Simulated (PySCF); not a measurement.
F2Mn, neutral, multiplicity 6. Atoms are numbered in the order given.

```xyz
3

Mn     0.0000     0.0000     0.0000
F      0.0000     0.0000    -1.7976
F      0.0000     0.0000     1.7976
```
Charge 0, spin multiplicity 6.

Coordinates come from a B3LYP-D3(BJ)/def2-TZVP optimisation. The multiplicity is an assumed one; other spin states were not compared. The isomer is the one that the SMILES or the coordinates give; other isomers of the formula were not compared.

Computed with PBE/def2-TZVPD (PySCF).

Gas-phase values at a fixed geometry.

The total energy is -1350.47343 hartree, the point group is D∞h and the α spin, highest occupied and lowest empty level is -6.91 and -1.90 eV. The β spin, highest occupied and lowest empty level is -8.91 and -4.33 eV and the dipole moment is 0.00 D. The mean static polarisability comes out as 29.7 bohr³ (4.40 Å³) and the polarisability, principal values is 25.5, 25.5, 37.9 bohr³. The ⟨S²⟩ comes out as 8.760 (pure state 8.75).
